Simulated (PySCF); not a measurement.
Simulation results for F2HSi

Computed with PySCF 2.14.0. Calculation on a computer-drawn molecule: vertical ionisation energy to the stated ion spin, frozen-core CCSD(T) at the basis limit and cheaper methods, single-reference cases, UHF for radicals, no spin-orbit; all values are single points at the evaluated structure, the first of each entry, which is the reference or a displaced copy of it and isn't optimised; the reference structure only sets the zero of the energies above reference; triples share is (T) over the correlation energy.

Common to all runs: charge 0; multiplicity 2; ion multiplicity 1; diffuse functions no; basis cc-pV(n+d)Z; reference is the Hartree-Fock double-zeta minimum; best is HF at quadruple zeta + MP2 correlation extrapolated from triple and quadruple zeta + CCSD(T) minus MP2 at triple zeta; basis step is the size of the change from the same recipe one zeta lower.

(1) F2HSi

Evaluated structure:
```xyz
4
F2HSi
F     -1.8349    -1.8016    -4.3949
Si    -0.7612    -1.0013    -3.5465
F     -1.2023     0.6469    -3.5245
H     -0.7874    -1.5301    -2.1131
```

Reference structure:
```xyz
4
F2HSi
F     -1.8542    -1.7763    -4.3793
Si    -0.7455    -1.0188    -3.4987
F     -1.1570     0.5331    -3.4733
H     -0.8172    -1.5381    -2.1197
```

It finds ionisation energy best 9.777 eV; ionisation energy basis step 0.07428 eV; energy above reference best 4.695 kcal/mol; energy above reference basis step 0.3992 kcal/mol; total energy HF triple zeta -488.5644 hartree; total energy CCSD(T) triple zeta -489.1950 hartree; total energy best -489.3155 hartree; T1 diagnostic at triple zeta 0.01481; D1 diagnostic at triple zeta 0.0516; spin squared at triple zeta 0.7552; ion T1 diagnostic at triple zeta 0.01973; ion D1 diagnostic at triple zeta 0.06669; triples share at triple zeta 0.02904; basis functions triple zeta 113; dipole magnitude HF at triple zeta 1.944 debye; dipole magnitude CCSD unrelaxed at triple zeta 1.632 debye; dipole magnitude PBE at triple zeta 1.432 debye; dipole magnitude r2SCAN at triple zeta 1.513 debye; dipole magnitude B3LYP at triple zeta 1.614 debye; dipole magnitude wB97X at triple zeta 1.635 debye.

Drawn bonds:
```csv
atom,other atom,order
1,2,1
2,3,1
2,4,1
```

Triple zeta:
```csv
method,ionisation energy (eV),energy above reference (kcal/mol)
HF,9.822,6.495
PBE,9.535,2.866
r2SCAN,9.8,4.238
B3LYP,9.789,3.977
wB97X,9.735,4.289
MP2,9.606,4.618
CCSD,9.718,4.925
CCSD(T),9.648,4.592
```

(2) F2HSi

Evaluated structure:
```xyz
4
F2HSi
F     -1.8290    -1.7887    -4.3482
Si    -0.7343    -1.0719    -3.4466
F     -1.1406     0.5296    -3.4537
H     -0.8283    -1.5093    -2.1128
```

Reference structure:
```xyz
4
F2HSi
F     -1.8542    -1.7763    -4.3793
Si    -0.7455    -1.0188    -3.4987
F     -1.1570     0.5331    -3.4733
H     -0.8172    -1.5381    -2.1197
```

The calculation gives: ionisation energy best 9.752 eV; ionisation energy basis step 0.06857 eV; energy above reference best 2.544 kcal/mol; energy above reference basis step 0.1965 kcal/mol; total energy HF triple zeta -488.5704 hartree; total energy CCSD(T) triple zeta -489.1982 hartree; total energy best -489.3189 hartree; T1 diagnostic at triple zeta 0.0142; D1 diagnostic at triple zeta 0.04974; spin squared at triple zeta 0.7536; ion T1 diagnostic at triple zeta 0.01912; ion D1 diagnostic at triple zeta 0.06496; triples share at triple zeta 0.02839; basis functions triple zeta 113; dipole magnitude HF at triple zeta 2.008 debye; dipole magnitude CCSD unrelaxed at triple zeta 1.689 debye; dipole magnitude PBE at triple zeta 1.476 debye; dipole magnitude r2SCAN at triple zeta 1.567 debye; dipole magnitude B3LYP at triple zeta 1.665 debye; dipole magnitude wB97X at triple zeta 1.684 debye.

Drawn bonds:
```csv
atom,other atom,order
1,2,1
2,3,1
2,4,1
```

Triple zeta:
```csv
method,ionisation energy (eV),energy above reference (kcal/mol)
HF,9.774,2.762
PBE,9.501,2.675
r2SCAN,9.764,2.678
B3LYP,9.75,2.518
wB97X,9.684,2.607
MP2,9.577,2.343
CCSD,9.689,2.587
CCSD(T),9.624,2.559
```

(3) F2HSi

Evaluated structure:
```xyz
4
F2HSi
F     -1.8614    -1.7832    -4.3703
Si    -0.7872    -1.0447    -3.5285
F     -1.2087     0.5038    -3.5039
H     -0.8754    -1.5687    -2.1569
```

Reference structure:
```xyz
4
F2HSi
F     -1.8542    -1.7763    -4.3793
Si    -0.7455    -1.0188    -3.4987
F     -1.1570     0.5331    -3.4733
H     -0.8172    -1.5381    -2.1197
```

It finds ionisation energy best 9.597 eV; ionisation energy basis step 0.06305 eV; energy above reference best 0.5248 kcal/mol; energy above reference basis step 0.3151 kcal/mol; total energy HF triple zeta -488.5756 hartree; total energy CCSD(T) triple zeta -489.2013 hartree; total energy best -489.3221 hartree; T1 diagnostic at triple zeta 0.01379; D1 diagnostic at triple zeta 0.04862; spin squared at triple zeta 0.7542; ion T1 diagnostic at triple zeta 0.01803; ion D1 diagnostic at triple zeta 0.06075; triples share at triple zeta 0.02794; basis functions triple zeta 113; dipole magnitude HF at triple zeta 1.599 debye; dipole magnitude CCSD unrelaxed at triple zeta 1.317 debye; dipole magnitude PBE at triple zeta 1.127 debye; dipole magnitude r2SCAN at triple zeta 1.204 debye; dipole magnitude B3LYP at triple zeta 1.299 debye; dipole magnitude wB97X at triple zeta 1.305 debye.

Drawn bonds:
```csv
atom,other atom,order
1,2,1
2,3,1
2,4,1
```

Triple zeta:
```csv
method,ionisation energy (eV),energy above reference (kcal/mol)
HF,9.606,-0.5413
PBE,9.369,1.439
r2SCAN,9.626,0.6634
B3LYP,9.606,0.8567
wB97X,9.536,0.6991
MP2,9.432,0.7035
CCSD,9.533,0.4174
CCSD(T),9.475,0.6038
```

(4) F2HSi

Evaluated structure:
```xyz
4
F2HSi
F     -1.8287    -1.8245    -4.3293
Si    -0.7524    -0.9982    -3.5700
F     -1.1633     0.5659    -3.4675
H     -0.8211    -1.4872    -2.1306
```

Reference structure:
```xyz
4
F2HSi
F     -1.8542    -1.7763    -4.3793
Si    -0.7455    -1.0188    -3.4987
F     -1.1570     0.5331    -3.4733
H     -0.8172    -1.5381    -2.1197
```

It finds ionisation energy best 9.687 eV; ionisation energy basis step 0.06572 eV; energy above reference best 1.542 kcal/mol; energy above reference basis step 0.1977 kcal/mol; total energy HF triple zeta -488.5726 hartree; total energy CCSD(T) triple zeta -489.1998 hartree; total energy best -489.3205 hartree; T1 diagnostic at triple zeta 0.01421; D1 diagnostic at triple zeta 0.05107; spin squared at triple zeta 0.7551; ion T1 diagnostic at triple zeta 0.01869; ion D1 diagnostic at triple zeta 0.0635; triples share at triple zeta 0.02828; basis functions triple zeta 113; dipole magnitude HF at triple zeta 1.448 debye; dipole magnitude CCSD unrelaxed at triple zeta 1.174 debye; dipole magnitude PBE at triple zeta 0.9874 debye; dipole magnitude r2SCAN at triple zeta 1.063 debye; dipole magnitude B3LYP at triple zeta 1.157 debye; dipole magnitude wB97X at triple zeta 1.151 debye.

Drawn bonds:
```csv
atom,other atom,order
1,2,1
2,3,1
2,4,1
```

Triple zeta:
```csv
method,ionisation energy (eV),energy above reference (kcal/mol)
HF,9.732,1.351
PBE,9.456,1.456
r2SCAN,9.719,1.366
B3LYP,9.703,1.481
wB97X,9.646,1.41
MP2,9.529,1.755
CCSD,9.629,1.525
CCSD(T),9.565,1.55
```
